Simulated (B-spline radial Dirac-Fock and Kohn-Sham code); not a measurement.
## Ce 5s: cross section and angular parameters

System: the free cerium atom in the configuration [Xe] 4f1 5d1 6s2; threshold 44.68 eV (orbital energy of the model). Method: Dirac-Hartree-Slater photoionisation with a Latter tail; cross sections with all multipoles, angular parameters from the dipole term and its interference with E2. Computed with a radial B-spline solver.

For linearly polarised light dσ/dΩ = σ/(4π) [1 + β P₂(cos θ) + (δ + γ cos²θ) sin θ cos φ], with θ from the polarisation vector and φ the angle between the beam and the projection of the electron momentum on the plane normal to the polarisation.

```tsv
hν (eV)	σ (kb)	β	γ
55.9	114	1.540	-0.274
62.5	128	1.677	-0.176
65.1	133	1.712	-0.146
66.2	135	1.726	-0.133
122	116	1.908	0.161
140	103	1.922	0.200
150	96.0	1.927	0.218
168	84.6	1.934	0.243
215	62.7	1.944	0.283
251	51.5	1.951	0.303
264	48.3	1.952	0.308
300	40.7	1.956	0.321
303	40.1	1.957	0.321
400	27.0	1.963	0.333
743	10.5	1.973	0.290
1040	6.09	1.976	0.223
1120	5.38	1.977	0.205
1440	3.50	1.979	0.134
1450	3.46	1.979	0.132
1486.9	3.31	1.979	0.125
1780	2.41	1.980	0.069
2000	1.96	1.981	0.033
2450	1.35	1.982	-0.027
5414.7	0.303	1.985	-0.095
5540	0.290	1.985	-0.090
6000	0.247	1.985	-0.070
6910	?	?	?
9251.7	0.103	1.985	0.160
12000	0.0597	1.985	0.413
```

Q: Give the values at 6910 eV.

A: σ = 0.187 kb, β = 1.985, γ = -0.018. For an s subshell δ is negligible.
